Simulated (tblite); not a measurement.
Compound: C8H12Si.
Numbering: `[CH2:1]=[CH:2][C:3]1=[CH:4][C:5]([CH3:6])=[CH:7][CH2:8][SiH2:9]1` (hydrogens: H10, H11 on C1; H12 on C2; H13 on C4; H14, H15, H16 on C6; H17 on C7; H18, H19 on C8; H20, H21 on Si9)

A start from a force field or distance geometry was refined with GFN2-xTB geometry optimisation, gas phase (tblite). Values at the start:

```
  coordinate    start
       C1=C2  1.355 Å
      C1–H10  1.082 Å
      C1–H11  1.078 Å
       C2–C3  1.456 Å
      C2–H12  1.080 Å
       C3=C4  1.367 Å
      C3–Si9  1.870 Å
       C4–C5  1.472 Å
      C4–H13  1.077 Å
       C5–C6  1.513 Å
      C6–H14  1.098 Å
       C7–C8  1.511 Å
      C7–H17  1.091 Å
      C8–Si9  1.871 Å
      C8–H18  1.094 Å
     Si9–H20  1.492 Å
    C1–C2–C3   128.0°
    C2–C3–C4   118.7°
   C2–C3–Si9   121.9°
    C3–C4–C5   126.8°
   C3–Si9–C8   105.4°
    C5–C7–C8   127.3°
    C6–C5–C7   120.8°
   C7–C8–Si9   115.9°
 C4–C5–C7–C8       1°
C5–C7–C8–Si9      -1°
```

Task: How do these coordinates change at the GFN2-xTB level?

Result: 
| coordinate | GFN2-xTB (Å or °) | change |
| --- | --- | --- |
| C8–Si9 | 1.902 | +0.031 |
| C4–C5 | 1.445 | -0.027 |
| C1=C2 | 1.330 | -0.025 |
| Si9–H20 | 1.471 | -0.021 |
| C7–C8 | 1.491 | -0.020 |
| C3=C4 | 1.351 | -0.016 |
| C2–C3 | 1.446 | -0.010 |
| C4–H13 | 1.087 | +0.010 |
| C6–H14 | 1.090 | -0.008 |
| C3–Si9 | 1.878 | +0.008 |
| C5–C6 | 1.506 | -0.007 |
| C7–H17 | 1.085 | -0.006 |
| C2–H12 | 1.086 | +0.006 |
| C1–H10 | 1.077 | -0.005 |
| C1–H11 | 1.077 | -0.001 |
| C8–H18 | 1.093 | -0.001 |
| C1–C2–C3 | 125.2 | -2.8 |
| C3–Si9–C8 | 104.2 | -1.2 |
| C3–C4–C5 | 127.5 | +0.7 |
| C2–C3–Si9 | 121.3 | -0.6 |
| C5–C7–C8 | 127.7 | +0.4 |
| C6–C5–C7 | 120.3 | -0.5 |
| C7–C8–Si9 | 115.5 | -0.4 |
| C2–C3–C4 | 119.0 | +0.3 |
| C4–C5–C7–C8 | 0 | -1 |
| C5–C7–C8–Si9 | 0 | +1 |

The energy falls by 2.2 kcal/mol over 35 L-BFGS steps, the largest force on an atom goes from 1.31 to 0.009 eV/Å, and the atoms move by 0.047 Å rms after alignment. The bond that changes most is C8–Si9 (sp3 carbon bound to silicon to SiH2 silicon), which lengthens by 0.031 Å. Bonds longer at the end by more than 0.005 Å: 5 of 21; shorter: 13. Rotational constants go from 2168, 1031, 710.5 to 2183, 1053, 722.4 MHz.

Time: 0.53 s wall. Hardware: Arm Neoverse N1, one thread (shared host).

GFN2-xTB frequencies show an imaginary mode (28i cm⁻¹), so the point is no minimum at that level.

The values belong to the conformer `[CH2:1]=[CH:2][C:3]1=[CH:4][C:5]([CH3:6])=[CH:7][CH2:8][SiH2:9]1`: C1–C2–C3–C4 180°.

These are computed values.
